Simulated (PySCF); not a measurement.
MoOF₂, SMILES [O]=[Mo]([F])[F] (connectivity only; charge and spin as stated), neutral, multiplicity 3.

Coordinates come from a B3LYP-D3(BJ)/def2-TZVP optimisation. The spin state was assumed, not searched. The def2 effective core potentials stand for the cores of Mo; spin–orbit coupling is left out.

The numbers are results of PBE/def2-TZVPD (PySCF), not measurements.

```json
{
 "total_energy": "-343.14834 hartree",
 "point_group": "C2v",
 "α spin, highest occupied and lowest empty level": "-5.76 and -4.20 eV",
 "β spin, highest occupied and lowest empty level": "-9.25 and -4.45 eV",
 "dipole_moment": "0.05 D",
 "quadrupole, principal values (traceless, Buckingham form, about the centre of nuclear charge)": "-4.08, -3.03, 7.11 D·Å",
 "mean_static_polarisability": "42.6 bohr³ (6.32 Å³)",
 "polarisability_principal_values": "38.1, 42.4, 47.4 bohr³",
 "⟨S²⟩": "2.013 (pure state 2.00)"
}
```
